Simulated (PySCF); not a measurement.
PySCF input (M06-2X/def2-TZVPD):

```python
from pyscf import gto, scf, dft

mol = gto.M(
    atom='''
    Te    0.00129079   -0.00659819    0.60010773
    Cl    1.14684211    1.38510426   -0.90516458
    Cl   -1.15079041   -1.36492156   -0.93045908
    ''',
    basis='def2-tzvpd',
    ecp='def2-tzvp',
    charge=1,
    spin=1,
    verbose=4,
)

mf = dft.UKS(mol, xc='m062x').density_fit(auxbasis='def2-universal-jkfit')
mf.grids.level = 4
mf.conv_tol = 1e-9
mf.max_cycle = 100
mf.max_memory = 1500
mf.kernel()
if not mf.converged:
    mf = mf.newton()
    mf.kernel(mf.make_rdm1())
for _ in range(2):
    mo, _, stable, _ = mf.stability(return_status=True)
    if stable:
        break
    mf.kernel(mf.make_rdm1(mo, mf.mo_occ))
mf.analyze()
```

End of the output:

```
Extra cycle  E= -1188.04947334825  delta_E= -1.39e-11  |g|= 4.85e-06  |ddm|= 1.05e-05
converged SCF energy = -1188.04947334825  <S^2> = 0.76114635  2S+1 = 2.0111155
uhf_internal: lowest eigs of H = [0.21769349 0.22042393 0.22063347]
<class 'pyscf.df.df_jk.DFUKS'> wavefunction is stable in the internal stability analysis
**** SCF Summaries ****
Total Energy =                       -1188.049473348252150
Nuclear Repulsion Energy =             226.549007115722077
One-electron Energy =                -2175.405815408753824
Two-electron Energy =                  760.807334944779427
Two-electron Coulomb Energy =          837.715862361675818
DFT Exchange-Correlation Energy =      -76.908527416896419
HOMO-LUMO gap [eV] =                     5.483245521301948
**** MO energy ****
                             alpha | beta                alpha | beta
MO #1   energy= -102.885931330581  | -102.885112890759  occ= 1 | 1
MO #2   energy= -102.885922249155  | -102.885103888262  occ= 1 | 1
MO #3   energy= -10.0459308663629  | -10.0456150107413  occ= 1 | 1
MO #4   energy= -10.0459236655655  | -10.0456075760192  occ= 1 | 1
MO #5   energy= -7.76697567582508  | -7.7678366458977   occ= 1 | 1
MO #6   energy= -7.76696715331607  | -7.76782814738696  occ= 1 | 1
MO #7   energy= -7.76384541820222  | -7.76191499972247  occ= 1 | 1
MO #8   energy= -7.76383773300815  | -7.76190772230927  occ= 1 | 1
MO #9   energy= -7.76211196187405  | -7.76053969822793  occ= 1 | 1
MO #10  energy= -7.76210472804753  | -7.76053213196648  occ= 1 | 1
MO #11  energy= -6.8745188424711   | -6.87186030475922  occ= 1 | 1
MO #12  energy= -4.97621306598138  | -4.97568499090413  occ= 1 | 1
MO #13  energy= -4.97554822767925  | -4.97190020601465  occ= 1 | 1
MO #14  energy= -4.97229158010267  | -4.96721289601312  occ= 1 | 1
MO #15  energy= -2.09723713029313  | -2.09468988474748  occ= 1 | 1
MO #16  energy= -2.09598968544345  | -2.09326221267262  occ= 1 | 1
MO #17  energy= -2.09520739308702  | -2.08913935365396  occ= 1 | 1
MO #18  energy= -2.09266678872646  | -2.08596624688889  occ= 1 | 1
MO #19  energy= -2.09198142417402  | -2.08576065415804  occ= 1 | 1
MO #20  energy= -1.17560586770415  | -1.16323663058543  occ= 1 | 1
MO #21  energy= -1.1363410976066   | -1.13299308676165  occ= 1 | 1
MO #22  energy= -0.972584218975229 | -0.918626772852576 occ= 1 | 1
MO #23  energy= -0.703285335965371 | -0.697221767159998 occ= 1 | 1
MO #24  energy= -0.679271873839226 | -0.670969252028885 occ= 1 | 1
MO #25  energy= -0.673254993302808 | -0.631744619078975 occ= 1 | 1
MO #26  energy= -0.621110552864461 | -0.610656711093092 occ= 1 | 1
MO #27  energy= -0.613320879535649 | -0.605284668407815 occ= 1 | 1
MO #28  energy= -0.60417342559533  | -0.603964632237864 occ= 1 | 1
MO #29  energy= -0.555335516900417 | -0.35382995899639  occ= 1 | 0
MO #30  energy= -0.300243888141187 | -0.284670025672779 occ= 0 | 0
MO #31  energy= -0.299209501535569 | -0.281681000559897 occ= 0 | 0
MO #32  energy= -0.144015956543248 | -0.154549022185185 occ= 0 | 0
MO #33  energy= -0.110271331641404 | -0.10706249940289  occ= 0 | 0
MO #34  energy= -0.107747992292019 | -0.106040003474513 occ= 0 | 0
MO #35  energy= -0.104233960487023 | -0.102533527586385 occ= 0 | 0
MO #36  energy= -0.0883382085164341 | -0.0912185332723229 occ= 0 | 0
MO #37  energy= -0.0859063017809264 | -0.0832826169008258 occ= 0 | 0
MO #38  energy= -0.0827154517397613 | -0.0810904377004578 occ= 0 | 0
MO #39  energy= -0.0743455955512413 | -0.0735205146943641 occ= 0 | 0
MO #40  energy= -0.0615684418589567 | -0.0609957329100656 occ= 0 | 0
MO #41  energy= -0.0474953630103565 | -0.0444689909872044 occ= 0 | 0
MO #42  energy= -0.0455033567044296 | -0.0440294115400186 occ= 0 | 0
MO #43  energy= -0.0360660067542197 | -0.0330769679972137 occ= 0 | 0
MO #44  energy= -0.0325184348799994 | -0.0294254605990684 occ= 0 | 0
MO #45  energy= -0.019666367213275 | -0.0185124050034702 occ= 0 | 0
MO #46  energy= 0.000258557583775437 | 0.000604833010299233 occ= 0 | 0
MO #47  energy= 0.0148899302968288 | 0.0134277590863084 occ= 0 | 0
MO #48  energy= 0.0216145446115729 | 0.0228654975957156 occ= 0 | 0
MO #49  energy= 0.027027897884669  | 0.0249788353859929 occ= 0 | 0
MO #50  energy= 0.0471195462633024 | 0.0384422707394889 occ= 0 | 0
MO #51  energy= 0.0594237918867292 | 0.0438259941780796 occ= 0 | 0
MO #52  energy= 0.0690639933510118 | 0.0686165863365083 occ= 0 | 0
MO #53  energy= 0.0726664824983726 | 0.0773225916572484 occ= 0 | 0
MO #54  energy= 0.084758157671783  | 0.0837868800629191 occ= 0 | 0
MO #55  energy= 0.0893845399916921 | 0.0882433919438939 occ= 0 | 0
MO #56  energy= 0.0895008828744661 | 0.0916717027247182 occ= 0 | 0
MO #57  energy= 0.100146641413527  | 0.0985023393215662 occ= 0 | 0
MO #58  energy= 0.104801802385183  | 0.10551704145063   occ= 0 | 0
MO #59  energy= 0.123134166430675  | 0.139349681165338  occ= 0 | 0
MO #60  energy= 0.159395722272449  | 0.159834727228667  occ= 0 | 0
MO #61  energy= 0.184108250288302  | 0.191565886187252  occ= 0 | 0
MO #62  energy= 0.190412682001431  | 0.197975656578922  occ= 0 | 0
MO #63  energy= 0.203551843093571  | 0.207195910540695  occ= 0 | 0
MO #64  energy= 0.210303276965749  | 0.207352334588169  occ= 0 | 0
MO #65  energy= 0.237682560431283  | 0.241304672629724  occ= 0 | 0
MO #66  energy= 0.259033568740522  | 0.263245056296034  occ= 0 | 0
MO #67  energy= 0.299300748765907  | 0.305788869010939  occ= 0 | 0
MO #68  energy= 0.342285533716163  | 0.345666145703875  occ= 0 | 0
MO #69  energy= 0.35516314211713   | 0.355238034682487  occ= 0 | 0
MO #70  energy= 0.372796321701067  | 0.3735987518461    occ= 0 | 0
MO #71  energy= 0.378613307977922  | 0.378798214627671  occ= 0 | 0
MO #72  energy= 0.414190483836662  | 0.417961453774623  occ= 0 | 0
MO #73  energy= 0.416641231956053  | 0.427751052948484  occ= 0 | 0
MO #74  energy= 0.440497742251706  | 0.442215871489528  occ= 0 | 0
MO #75  energy= 0.445633709989358  | 0.44568985132262   occ= 0 | 0
MO #76  energy= 0.450814689898739  | 0.45153354850055   occ= 0 | 0
MO #77  energy= 0.457154149857586  | 0.45976895150548   occ= 0 | 0
MO #78  energy= 0.471143016974762  | 0.47530645453912   occ= 0 | 0
MO #79  energy= 0.475508952051388  | 0.477936240016899  occ= 0 | 0
MO #80  energy= 0.494942644827776  | 0.498686122758857  occ= 0 | 0
MO #81  energy= 0.501116335523627  | 0.500132336291252  occ= 0 | 0
MO #82  energy= 0.559762305714713  | 0.5875850358687    occ= 0 | 0
MO #83  energy= 0.586413577768815  | 0.59285537388346   occ= 0 | 0
MO #84  energy= 0.623657111062731  | 0.628985294905143  occ= 0 | 0
MO #85  energy= 0.641121133471698  | 0.656546401330467  occ= 0 | 0
MO #86  energy= 0.647970638744831  | 0.661677807644527  occ= 0 | 0
MO #87  energy= 0.649518990994295  | 0.664756032424697  occ= 0 | 0
MO #88  energy= 0.673051763708088  | 0.692066494970995  occ= 0 | 0
MO #89  energy= 0.729214241445565  | 0.73436240922882   occ= 0 | 0
MO #90  energy= 0.746831991563711  | 0.750169454481701  occ= 0 | 0
MO #91  energy= 0.808360787877137  | 0.832308823063117  occ= 0 | 0
MO #92  energy= 0.848748212080639  | 0.847554817049913  occ= 0 | 0
MO #93  energy= 0.849644992777282  | 0.849165908850053  occ= 0 | 0
MO #94  energy= 1.16455915648129   | 1.18070088983809   occ= 0 | 0
MO #95  energy= 1.17637210512731   | 1.18390652083366   occ= 0 | 0
MO #96  energy= 1.22616604237695   | 1.22807034435571   occ= 0 | 0
MO #97  energy= 1.22624563172872   | 1.24497220651827   occ= 0 | 0
MO #98  energy= 1.22751412393533   | 1.24878984889701   occ= 0 | 0
MO #99  energy= 1.27902287784496   | 1.27741707598126   occ= 0 | 0
MO #100 energy= 1.29749682146935   | 1.30008461326844   occ= 0 | 0
MO #101 energy= 1.74119269282529   | 1.74404152659033   occ= 0 | 0
MO #102 energy= 1.74715352037822   | 1.75014266136971   occ= 0 | 0
MO #103 energy= 1.75275945629009   | 1.75599123679687   occ= 0 | 0
MO #104 energy= 1.75554097255582   | 1.75767636657876   occ= 0 | 0
[...]
```

This state (charge 1, doublet) is run at the relaxed geometry of the species with charge 0 and multiplicity 1.
